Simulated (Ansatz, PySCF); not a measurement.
Gas-phase reaction (SMILES): [SiH3]OCO[SiH3] + C (CH4) + 2 O (H2O) → 2 CO (CH4O) [methanol] + 2 O[SiH3]; bond separation energy.

Geometries: B3LYP-D3(BJ)/def2-TZVP minima from Ansatz (a quantum-chemistry and plane-wave program), one conformer each, not searched for the lowest. Valence correlation only, unless marked. Spin-orbit coupling is left out. Non-relativistic. CBS marks a two-point X^-3 extrapolation of the correlation energy; Hartree-Fock from the larger set. Thermal terms are rigid-rotor harmonic-oscillator values from B3LYP-D3(BJ) frequencies (Ansatz or PySCF) at 298.15 K and 1 atm. 1 Eh = 627.5095 kcal/mol.

```csv
species,"E, CCSD(T)/CBS(cc-pV(T+d)Z,cc-pV(Q+d)Z) (Ansatz) (Eh)","E, PBE0-D4/def2-TZVPD (Ansatz + dftd4) (Eh)",H - E (Eh)
[SiH3]OCO[SiH3],-771.40247,-772.04969,0.09736
C (CH4),-40.45816,-40.47492,0.04840
CO (CH4O),-115.60979,-115.64059,0.05533
O (H2O),-76.37426,-76.38102,0.02495
O[SiH3],-366.68281,-366.99078,0.04319
```

Problem. Work out ΔE and ΔH at 298.15 K at the first level, then ΔH at the second.

Solution. 
1. ΔE = [2×(-115.60979) + 2×(-366.68281)] - [(-771.40247) + (-40.45816) + 2×(-76.37426)] = 0.02395 Eh = 15.0 kcal/mol at CCSD(T)/CBS(cc-pV(T+d)Z,cc-pV(Q+d)Z).
2. The terms H - E add up to 0.00138 Eh, so ΔH = (0.02395 + (0.00138))×627.5095 = 15.9 kcal/mol.
3. At PBE0-D4/def2-TZVPD the same steps give ΔE = 15.0 and ΔH = 15.9 kcal/mol, a shift of +0.0 from the first level.
4. These values are not checked against measurement here, since the tables used lack a sound gas-phase enthalpy of formation for at least one species.
